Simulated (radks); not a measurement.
The numbers below are computed, except where a source is named.
All-electron atom: Hf3+ in [Kr] 4d10 4f14 5s2 5p5.75 5d1.25 (fractional occupations, a model configuration). Code: a radial shooting solver on a logarithmic mesh with Libxc functionals. Model: Dirac Kohn-Sham, exchange-only B88, spin-unpolarised, spherical densities, finite nucleus; open shells are shared between the two j in proportion to 2j + 1; Fermi nuclear charge, rms radius 5.347 fm. Some entries of the table are withheld. Estimate them.

orbital,occ.,eigenvalue (hartree),<1/r> (bohr^-1),<r> (bohr)
1s1/2,2,-2396.512,83.78,0.01899
2s1/2,2,-410.4311,20.31,(1)
2p1/2,2,-392.1347,20.28,0.06611
2p3/2,4,-348.3219,17.23,0.07384
3s1/2,2,-94.26357,7.450,0.2082
3p1/2,2,-86.13149,7.368,0.1981
3p3/2,4,-76.74286,6.581,0.2125
3d3/2,4,-62.94251,6.472,0.1863
3d5/2,6,-60.89448,6.284,0.1908
4s1/2,2,-19.76777,3.124,0.4682
4p1/2,2,-16.43334,3.014,0.4746
4p3/2,4,-14.28396,2.739,0.5075
4d3/2,4,-8.79628,2.520,0.5286
4d5/2,6,-8.40273,2.453,0.5401
5s1/2,2,-3.43417,1.187,1.130
5p1/2,1.91667,-2.48232,1.058,1.253
5p3/2,3.83333,-2.18870,0.9643,1.354
4f5/2,6,-1.63432,1.938,(2)
4f7/2,8,-1.57000,1.907,(3)
5d3/2,0.5,-0.98849,0.6670,1.920
5d5/2,0.75,-0.96306,0.6491,1.968

Answer. 
(1) 2s1/2 <r> (bohr): 0.07977
(2) 4f5/2 <r> (bohr): 0.6668
(3) 4f7/2 <r> (bohr): 0.6789
